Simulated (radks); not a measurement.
Results of a calculation; reference values are marked as such.
Q: Radial electron density D(r) = 4 pi r^2 rho(r) of an atom or ion with 36 electrons. Code: a radial shooting solver on a logarithmic mesh with Libxc functionals. Model: scalar-relativistic Kohn-Sham, PBE, spin-polarised, spherical densities, finite nucleus; Fermi nuclear charge, rms radius of each element as measured or else 0.836 A^(1/3) + 0.57 fm.

r (bohr),D(r) (e/bohr)
0.006143,11.13
0.007999,16.21
0.0105,22.89
0.01367,30.38
0.01795,37.92
0.02356,43.35
0.03067,44.70
0.04026,41.79
0.05242,37.75
0.06881,37.88
0.09032,45.02
0.1176,52.75
0.1544,50.77
0.201,38.61
0.2638,29.91
0.3463,33.73
0.451,37.02
0.5919,27.85
0.7708,14.36
1.012,7.128
1.317,5.869
1.729,4.875
2.27,2.780
2.955,1.071
3.879,0.2606
5.051,0.04096
6.63,0.003143

What is the nuclear charge?

A: Z = 36. The innermost maximum, from 1s, lies near gamma/Z bohr with gamma = sqrt(1 - (Z/c)^2) = 0.965, here 0.0268 bohr (found: 0.0290), and its height grows with Z. The density is that of neutral krypton in [Kr]; the configuration itself is not fixed sharply by these data, and Z only to about a unit. D(r) has 3 maxima, at r = 0.0290, 0.129, 0.430 bohr, and minima at 0.0601, 0.275 bohr, inside which lie 2.06, 11.05 electrons.
